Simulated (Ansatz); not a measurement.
Input file for Ansatz (a first-principles code): R-CCSD(T)/aug-cc-pVDZ on GaH3 (SMILES [GaH3]) with ghost functions, monomers drawn apart or pushed together. The run froze 14 orbitals, filled d shells among them.

Ansatz 0.2 input:
```yaml
crystal:
  periodic: [false, false, false]
  atoms:
    - {symbol: Ga, position_ang: [0.47028930, -0.36793714, 0.77091002]}
    - {symbol: H, position_ang: [0.08717462, -1.90124178, 0.83917580]}
    - {symbol: H, position_ang: [-0.28102932, 0.54110830, -0.28343333]}
    - {symbol: H, position_ang: [1.92853494, 0.05567303, 1.21425464]}
basis:
  gaussian:
    orbitals: aug-cc-pVDZ
    ghost_atoms:
      - {symbol: N, position_ang: [-1.44588043, 0.82002797, 3.98281689]}
      - {symbol: H, position_ang: [-2.43920809, 0.63378155, 3.89559588]}
      - {symbol: H, position_ang: [-1.10168725, 0.33443557, 4.80423483]}
      - {symbol: H, position_ang: [-1.31998173, 1.81637988, 4.12573856]}
magnetization: {spin_polarized: false}
correlation: {method: ccsd_t, electrons: outside_noble_gas}
scf: {lower_state_search: off}
```

Program output:

```
WARN ansatz: RAYON_NUM_THREADS=2 ignored (pool sized by the plan → 2); use --threads N
Functional definition: HF
these checks for a lower state are left out or cut short: stability, starts, cluster_reference, orbital_swaps, neighbouring_geometries, increment
integrals: 0.17 GiB planned
1041 factors; integrals over basis functions are off by at most 6.0e-4 eV
mean field: 0.28 GiB planned
mean field evaluation 1: about -52379.4351 eV, gradient 8.4e0 eV
mean field evaluation 2: about -52379.4386 eV, gradient 8.4e0 eV
mean field evaluation 4: about -52379.8396 eV, gradient 4.4e-1 eV
mean field evaluation 8: about -52379.8404 eV, gradient 1.4e-5 eV
mean field -52379.84035224 eV, -1924.9236286137 hartree, gradient 2.9e-6 eV, S^2 0.000000; 0 other end points of the search recorded, 0 dependent functions left out
14 core orbitals not correlated
reference -52379.84035224 eV, -1924.9236286137 hartree; 3, 3 occupied and 96, 96 virtual orbitals, 1041 factors
second order -2.17981106 eV of doubles, -0.00000000 eV of singles
coupled cluster: 0.43 GiB planned
cycle   1  -2.65637495 eV  change   -4.8e-1 eV  update   5.2e-2
cycle   2  -2.84296243 eV  change   -1.9e-1 eV  update   1.8e-2
cycle   3  -2.84556555 eV  change   -2.6e-3 eV  update   3.6e-3
cycle   4  -2.84551069 eV  change    5.5e-5 eV  update   1.1e-3
cycle   5  -2.84543429 eV  change    7.6e-5 eV  update   3.4e-4
cycle   6  -2.84538448 eV  change    5.0e-5 eV  update   8.1e-5
cycle   7  -2.84539616 eV  change   -1.2e-5 eV  update   2.6e-5
cycle   8  -2.84540396 eV  change   -7.8e-6 eV  update   9.0e-6
cycle   9  -2.84540292 eV  change    1.0e-6 eV  update   3.2e-6
perturbative correction -0.03829854 eV, -0.0014074453 hartree
Total energy: -52382.72405369 eV, -1925.0296026876 hartree
Checks for a lower state left out: stability, starts, cluster_reference, orbital_swaps, neighbouring_geometries, increment
```

The run converged.

Cost: very roughly 5 core-seconds.
